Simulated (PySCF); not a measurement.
## Potential energy of BeBr along the bond

Set-up: basis Be def2-TZVP, Br def2-TZVP; no relativity; PySCF 2.14. Energies in eV from Be + Br in their ground configurations at the same level. All curves are PBE0. state 1: ²Σ⁺ (doublet), unpaired electrons σ ↑; state 2: quartet, unpaired electrons σ ↑, π ↑↑, a mixture of terms (⟨Lz²⟩ = 2.0), a second solution, started from another occupation.

| R (Å) | state 1 | state 2 |
| --- | --- | --- |
| 1.698 | -2.774 | 4.1773 |
| 1.778 | -3.229 | 3.4425 |
| 1.857 | -3.481 | 2.9225 |
| 1.916 | -3.571 | 2.6381 |
| 1.975 | -3.596 | 2.4238 |
| 2.034 | -3.570 | 2.2641 |
| 2.113 | -3.476 | 2.1166 |
| 2.212 | -3.292 | 2.0081 |
| 2.330 | -3.011 | 1.9508 |
| 2.489 | -2.589 | 1.9455 |

Task: Put a parabola through the three lowest points of the state 1 curve and estimate Re, k and ωe (reduced mass 8.089 u; 1 eV/Å² = 0.16022 mdyn/Å; ωe = 1302.8·√(k/μ) cm⁻¹).

Result: Through R = 1.916, 1.975, 2.034 Å the second-order coefficient is 7.33 eV/Å², so Re ≈ 1.974 Å, k ≈ 2.35 mdyn/Å and ωe ≈ 702 cm⁻¹. A polynomial fit of higher order to the unrounded PBE0 energies gives Re = 1.972 Å, k = 2.33 mdyn/Å, ωe = 700 cm⁻¹; anharmonicity and rounding make the difference.

The higher-order fit for each curve: state 1: Re = 1.972 Å, ωe = 700 cm⁻¹, De = 3.60 eV; state 2: Re = 2.419 Å, ωe = 271 cm⁻¹, minimum 1.94 eV above the ground-state fragments.

Spin–orbit coupling is left out. Counting both spins, an empty level lies below a filled one in some of these solutions, because spin and occupation are held. The state is the lowest determinant that a PBE0 search found; another state may lie lower at other levels.
